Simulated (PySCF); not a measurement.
## Relaxation of singlet LaSe₂⁻

Method: PBE0/[La def2-TZVPD with ECP46, Se def2-TZVPD], scalar-relativistic core potentials, density fitting, no spin–orbit coupling, PySCF. A (50,194) grid was used.

A hand-made bent start, of C2v symmetry, held to at least that symmetry:

Coordinates in bohr (charge -1 multiplicity 1):
```
La    0.0000    0.0000   -1.4266
Se    3.8080    0.0000    1.2398
Se   -3.8080    0.0000    1.2398
```

(1) What does it relax to?

(2) How much energy is released, and in how many steps?

## Answers

(1) It ends at C2v with La–Se 2.669 Å (×2); Se–La–Se 120.5°. No frequency check is given, so it may be a saddle point. Other isomers or separated fragments may lie lower.

(2) 66.2 kJ/mol in 8 steps.

Stability towards spin polarisation was not tested.

The relaxation took roughly 16 core-minutes on a shared host.
